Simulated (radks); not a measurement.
The numbers below are computed, except where a source is named.
Coulomb parameter of the 4f shell of the terbium ion Tb2+ in the model configuration [Xe] 4f7 6p2, as a second difference U = [E(n + 0.5) + E(n - 0.5) - 2 E(n)] / (0.5)^2 with all orbitals relaxed. "Bare": the charge of the atom changes with n. "Screened": the 6p shell takes up the change at fixed total charge, which measures U(4f,4f) + U(6p,6p) - 2 U(4f,6p). Code: a radial shooting solver on a logarithmic mesh with Libxc functionals. Model: Dirac Kohn-Sham, PBE, spin-unpolarised, spherical densities, finite nucleus; open shells are shared between the two j in proportion to 2j + 1; Fermi nuclear charge, rms radius 5.06 fm.

[
 {"case": "start", "configuration": "[Xe] 4f7 6p2", "E - E(n) (eV)": "0.000"},
 {"case": "bare +0.5", "configuration": "[Xe] 4f7.5 6p2", "E - E(n) (eV)": "-16.635"},
 {"case": "bare -0.5", "configuration": "[Xe] 4f6.5 6p2", "E - E(n) (eV)": "21.426"},
 {"case": "screened +0.5", "configuration": "[Xe] 4f7.5 6p1.5", "E - E(n) (eV)": "-10.585"},
 {"case": "screened -0.5", "configuration": "[Xe] 4f6.5 6p2.5", "E - E(n) (eV)": "13.093"}
]

U(bare) = 19.164 eV, U(screened by 6p) = 10.032 eV.
